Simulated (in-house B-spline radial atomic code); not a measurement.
Inner-shell binding energies (edges) and X-ray emission energies of free atoms and ions, as differences of relaxed hole-state energies with first-order Breit, QED and recoil terms, without correlation or multiplet splittings, in NIST's listed ground configurations. For neutral atoms such line energies lie within some 1 to 5 eV of tabulated X-ray lines (up to 20 eV for the heaviest). Removing outer electrons raises all edges nearly alike, so lines move far less than edges. K = 1s, L2 = 2p1/2, L3 = 2p3/2, M3 = 3p3/2. A dash marks a subshell that is part filled or wasn't run, or a line left out. Computed with an all-electron radial atomic-structure program (B-spline basis): Dirac-Hartree-Fock, average of the configuration, finite nuclei.

| ion | configuration | K edge (eV) | L3 edge (eV) | K-L3 (eV) | K-L2 (eV) | K-M3 (eV) |
| --- | --- | --- | --- | --- | --- | --- |
| Os | [Xe] 4f14 5d6 6s2 | 73878 | 10883.2 | 62994.9 | 61480.9 | 71404.3 |
| Os2+ | [Xe] 4f14 5d6 | 73896.6 | 10901.6 | 62995 | 61481.1 | 71404.5 |
| Os3+ | [Xe] 4f14 5d5 | ? | ? | ? | ? | ? |
| Os4+ | [Xe] 4f14 5d4 | 73927.8 | 10932.9 | 62994.9 | 61480.9 | 71404.6 |
| Os5+ | [Xe] 4f14 5d3 | 73945.3 | 10950.5 | 62994.8 | 61480.9 | 71404.7 |
| Os6+ | [Xe] 4f14 5d2 | ? | ? | ? | ? | ? |
| Os7+ | [Xe] 4f14 5d1 | 73983.6 | 10988.9 | 62994.7 | 61480.7 | 71405.2 |

(1) Fill in the row of Os3+.

(2) Fill in the row of Os6+.

## Answers

(1) K edge (eV): 73911.5; L3 edge (eV): 10916.6; K-L3 (eV): 62995; K-L2 (eV): 61481; K-M3 (eV): 71404.5.

(2) K edge (eV): 73963.9; L3 edge (eV): 10969.2; K-L3 (eV): 62994.7; K-L2 (eV): 61480.8; K-M3 (eV): 71404.9.
